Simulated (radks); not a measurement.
Problem. Calculated with a radial shooting solver on a logarithmic mesh with Libxc functionals: non-relativistic Kohn-Sham, LB94 model potential, spin-polarised, spherical densities, point nucleus; open shells are filled with parallel spins first (spin-orbit coupling, left out, can overturn this in heavy ions). Response by self-consistent Sternheimer equations with the Hartree and adiabatic LDA kernel. For heavy and open-shell atoms this level of theory can miss by tens of per cent. Rank Cr, S+, Li2+, Ag3+, V3+, Cd2+, Zn (NIST ground configurations) by static dipole polarisability, largest first.

Solution. Cr 52.22, Zn 29.96, S+ 11.19, Cd2+ 5.097, Ag3+ 3.894, V3+ 2.196, Li2+ 0.05891 bohr^3.
